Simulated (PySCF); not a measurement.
Species: C₄H₅F₃N (doublet state).
Structure used (GFN2-xTB), in Å, numbered top down from 1:
```
atom  x, y, z in Å
C1     2.0554    0.1148   -0.2183
C2     0.7109    0.2751    0.3531
F3     0.6289    0.9696    1.4985
C4    -0.4681   -0.2355   -0.1982
N5    -0.4114   -0.9499   -1.2728
C6    -1.7717    0.1138    0.5294
F7    -2.1179    1.4035    0.2896
F8    -2.7881   -0.6487    0.0646
H9     2.4556    1.0832   -0.5271
H10    2.7391   -0.2896    0.5296
H11    1.9901   -0.5457   -1.0767
H12   -1.3165   -1.2660   -1.6095
H13   -1.7104   -0.0239    1.6200
```

The hyperfine couplings belong to this conformer and change with its torsions.

The species is `F[C](C)/C(C(F)F)=N/[H]` [radical].

Computed with UKS B3LYP, pcH-1 on C F H N, non-relativistic, mean-field spin-orbit, GIAO in PySCF. Isolated species at its GFN2-xTB geometry (one conformer only). A GFN2-xTB geometry isn't a minimum of the functional, and hyperfine couplings can be far from their values at a DFT geometry. The SCF solution wasn't tested for stability.

Principal values of hyperfine tensors in MHz (contact and dipolar terms together), for some of the nuclei:

```tsv
atom	isotope	A1	A2	A3
F3	19F	-88.97	-61.10	464.16
C2	13C	6.44	7.49	184.29
H10	1H	58.69	59.75	69.07
C4	13C	-68.95	-39.96	-33.58
H12	1H	-63.00	-39.62	-1.29
C1	13C	-24.32	-22.46	-21.97
N5	14N	-6.33	-5.59	62.36
F7	19F	-17.19	-3.65	0.75
```

Question: Split each tensor into its isotropic and traceless parts, and turn a_iso into mT with g = 2.0041.

Answer: a_iso is a third of the trace, T = A − a_iso, and a(mT) = a(MHz)/(g × 13.996).

```json
{"atom": "F3", "a_iso (MHz)": "104.70", "a_iso (mT)": "3.732", "T1": "-193.67", "T2": "-165.79", "T3": "359.46"}
{"atom": "C2", "a_iso (MHz)": "66.07", "a_iso (mT)": "2.355", "T1": "-59.63", "T2": "-58.58", "T3": "118.22"}
{"atom": "H10", "a_iso (MHz)": "62.50", "a_iso (mT)": "2.228", "T1": "-3.82", "T2": "-2.75", "T3": "6.57"}
{"atom": "C4", "a_iso (MHz)": "-47.49", "a_iso (mT)": "-1.693", "T1": "-21.45", "T2": "7.54", "T3": "13.92"}
{"atom": "H12", "a_iso (MHz)": "-34.64", "a_iso (mT)": "-1.235", "T1": "-28.36", "T2": "-4.98", "T3": "33.35"}
{"atom": "C1", "a_iso (MHz)": "-22.92", "a_iso (mT)": "-0.817", "T1": "-1.40", "T2": "0.46", "T3": "0.94"}
{"atom": "N5", "a_iso (MHz)": "16.81", "a_iso (mT)": "0.599", "T1": "-23.14", "T2": "-22.40", "T3": "45.55"}
{"atom": "F7", "a_iso (MHz)": "-6.70", "a_iso (mT)": "-0.239", "T1": "-10.50", "T2": "3.05", "T3": "7.45"}
```

Question: What spin density at the nucleus of C4 lies behind its contact coupling (g_N = 1.40482)?

Answer: a_FC = (2μ0/3) gₑ μB g_N μN ρ(0)/(2S·h) = 800.24 MHz × g_N × ρ(0)/(2S), with ρ in bohr⁻³. With a_FC = -47.49 MHz and 2S = 1, ρ(0) = -0.04225 bohr⁻³.

Question: H9 (1H, g_N = 5.58569) isn't in the table. Its spin density at the nucleus is 0.01801 bohr⁻³. What is its contact coupling?

Answer: By the same relation, a_FC = 80.5 MHz. Its full tensor has the principal values 76.77, 77.59, 87.11 MHz.

Question: Name the largest traceless tensor T of the table and describe it.

Answer: F3: -193.7, -165.8, 359.5 MHz, nearly axial, close to the ratio −1:−1:+2.

Question: In a single crystal, with the field along each principal axis of the tensor of F3 in turn, what first-order splitting does this nucleus give (isotropic g, quadrupole terms neglected)?

Answer: 2 lines (I = 1/2), spaced by |A_i|/(g × 13.996): 3.17, 2.18, 16.55 mT along the axes of A1, A2 and A3.
